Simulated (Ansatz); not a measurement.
Molecule: sum formula SnOCl$_{2}$, net charge 0, singlet state. 
Structure (B3LYP-D3(BJ)/def2-TZVP (Ansatz, a program for electronic structure) minimum search):
```xyz
4

Sn    -0.2739    -0.2461    -0.0432
O     -1.6230    -1.4586    -0.2557
Cl    -0.2061     1.9614    -0.7536
Cl     1.7754    -0.5511     1.0009
```

Basis-set convergence of Hartree-Fock and CCSD(T) correlation energies (hartree) with Ansatz. Valence correlation only, unless marked. No spin-orbit coupling. Frozen are the shells of the preceding noble gas and the d and f shells that filled before the atom's block. Past Kr the def2 sets carry scalar-relativistic core potentials.

| basis | functions | E(HF) | E(corr, CCSD(T)) |
|---|---|---|---|
| def2-SVPD | 109 | -1206.88437 | -0.62354 |
| def2-TZVPPD | 198 | -1207.29570 | -0.78619 |
| def2-QZVPPD | 312 | -1207.32699 | -0.84687 |

Extrapolating the two largest sets (X = 3 and 4) as X^-3: E(corr) = (64·(-0.84687) - 27·(-0.78619))/37 = -0.8911 Eh, an estimate of the basis-set limit. The largest set recovers 95.0 % of it, the smallest 70.0 %.
